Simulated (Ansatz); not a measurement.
Molecule: C₂H₉N₂Si, charge 0, multiplicity 2. It need not be the lowest isomer of its formula. SMILES: C[Si]([CH2])(N)N
Geometry from a B3LYP-D3(BJ)/def2-TZVP (Ansatz, a program for electronic structure) optimisation:
```xyz
14

C      0.6958    -0.0781    -1.7355
Si     0.0276     0.0051    -0.0138
C     -1.8271     0.2564    -0.1062
N      0.9491     1.2250     0.7766
N      0.2457    -1.4111     0.9537
H      0.0990    -0.4034    -2.5821
H      1.7389     0.1034    -1.9759
H     -2.3212    -0.5789    -0.6105
H     -2.2596     0.3485     0.8924
H     -2.0671     1.1645    -0.6632
H      0.8281     1.4041     1.7609
H      1.2535     2.0474     0.2815
H     -0.4100    -2.1740     0.8882
H      1.1774    -1.7501     1.1398
```
Charge 0, spin multiplicity 2.

Parts of the frozen-core correlation energy in STO-3G (Ansatz, hartree). Frozen orbitals: 9; correlated occupied orbitals by spin: 16 and 15; virtual: 13 and 14. Open shells are spin-unrestricted. No spin-orbit coupling. Non-relativistic.

```csv
term,value
reference (HF),-473.14548
MP2 opposite-spin,-0.18115
MP2 same-spin,-0.02320
CCSD correlation,-0.27058
(T),-0.00266
T1 diagnostic,0.008
largest doubles amplitude,0.031
<S^2> of the reference,0.766
```
